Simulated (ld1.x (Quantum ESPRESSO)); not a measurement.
## tungsten: excitation energies, all-electron against PAW

tungsten (W), PAW, made with ld1.x (Quantum ESPRESSO) 7.5 (BLYP, scalar-relativistic). Core [Kr] 4d10, reference 4f14 5s2 5p6 5d4 6s0.5 6p0 (charge +1.5). Waves: 5s (bound): rcut 1.35, rcutus 1.84 bohr; 6s (bound): rcut 1.35, rcutus 1.84 bohr; 5p (bound): rcut 2.05, rcutus 2.55 bohr; 6p (bound, empty): rcut 2.05, rcutus 2.55 bohr; 5d (bound): rcut 1.55, rcutus 1.70 bohr; 5d channel at 2.3 Ry: rcut 1.55, rcutus 1.70 bohr; 4f (bound): rcut 0.90, rcutus 1.05 bohr; 4f channel at -0.6 Ry: rcut 0.90, rcutus 1.05 bohr. Local part: all-electron potential smoothed inside 1.50 bohr (lloc = -2). Core correction: Bessel-smoothed model core inside 0.85 bohr. Augmentation charge: BESSEL, radius 0.95 bohr.

Energies are relative to the spin-unpolarised reference configuration 4f14 5s2 5p6 5d4 6s0.5 6p0; without spin polarisation the order of configurations can differ from experiment.

Task: Give the all-electron excitation energy and the error of the potential for: 4f14 5s2 5p6 5d4 6s2 6p0; 4f14 5s2 5p6 5d4 6s1 6p0; 4f14 5s2 5p6 5d4 6s0 6p0; 4f14 5s2 5p6 5d3 6s2 6p1; 4f14 5s2 5p6 5d4 6s1.5 6p0; 4f14 5s2 5p6 5d4.5 6s1.5 6p0; 4f14 5s2 5p6 5d4 6s0 6p2.

Result:

```csv
valence configuration,charge,ΔE all-electron (eV),error AE − PS (meV)
4f14 5s2 5p6 5d4 6s2 6p0,0,-15.783,+8.4
4f14 5s2 5p6 5d4 6s1 6p0,+1,-6.968,+2.7
4f14 5s2 5p6 5d4 6s0 6p0,+2,8.783,-2.1
4f14 5s2 5p6 5d3 6s2 6p1,0,-11.809,+9.0
4f14 5s2 5p6 5d4 6s1.5 6p0,+0.5,-12.198,+5.7
4f14 5s2 5p6 5d4.5 6s1.5 6p0,0,-15.072,+6.4
4f14 5s2 5p6 5d4 6s0 6p2,0,-6.497,+5.6
```

Levels in the configuration 4f14 5s2 5p6 5d4 6s1 6p0:

| level | all-electron (eV) | pseudo (eV) |
| --- | --- | --- |
| 4f | -40.506 | -40.494 |
| 5s | -86.450 | -86.452 |
| 5p | -50.569 | -50.554 |
| 5d | -11.626 | -11.628 |
| 6s | -12.174 | -12.176 |
